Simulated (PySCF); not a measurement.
C2HF2O2, SMILES O=C(O)[C](F)F, multiplicity 2. Atoms are numbered in the order given.

```xyz
7

O     -1.2294     1.3231     0.0000
C     -0.1458     0.7681     0.0000
O      1.0521     1.4003     0.0000
C      0.0131    -0.6656     0.0000
F     -1.0186    -1.4682     0.0000
F      1.1703    -1.2825     0.0000
H      0.8495     2.3535     0.0000
```
Charge 0, spin multiplicity 2.

The structure is a stationary point at TPSSh-D3(BJ)/def2-SVP. A frequency run showed that this geometry is not a minimum. The isomer is the one that the SMILES or the coordinates give; other isomers of the formula were not compared. One conformer was computed; it need not be the lowest.

Computed with TDA-M06-2X/def2-SVPD (PySCF).

Vertical excitations. Gas-phase values at a fixed geometry.

Task: List the lowest excited states. (Estimate from the structure and the level; the computed values follow.)

Result: 
| state | energy (eV) | λ (nm) | f | main pairs |
|---|---|---|---|---|
| root 1 | 3.45 | 359 | 0.000 | β HOMO→LUMO 93 % |
| root 2 | 5.01 | 247 | 0.020 | α HOMO→LUMO+2 10 %, β HOMO−1→LUMO 79 % |
| root 3 | 5.98 | 207 | 0.007 | α HOMO→LUMO 58 %, α HOMO→LUMO+1 33 % |
| root 4 | 6.47 | 192 | 0.181 | α HOMO→LUMO+2 82 %, β HOMO−1→LUMO 9 % |
| root 5 | 6.73 | 184 | 0.003 | α HOMO→LUMO+1 50 %, α HOMO→LUMO 33 % |
| root 6 | 7.02 | 177 | 0.000 | β HOMO−2→LUMO 80 % |
| root 7 | 7.24 | 171 | 0.000 | α HOMO−1→LUMO+2 90 % |
| root 8 | 7.40 | 167 | 0.001 | α HOMO→LUMO+3 55 %, α HOMO→LUMO+14 11 % |
| root 9 | 8.23 | 151 | 0.003 | α HOMO−1→LUMO 8 %, β HOMO→LUMO+1 75 % |
| root 10 | 8.25 | 150 | 0.002 | α HOMO→LUMO+4 81 %, β HOMO−3→LUMO 6 % |
Unrestricted roots are not spin-pure.
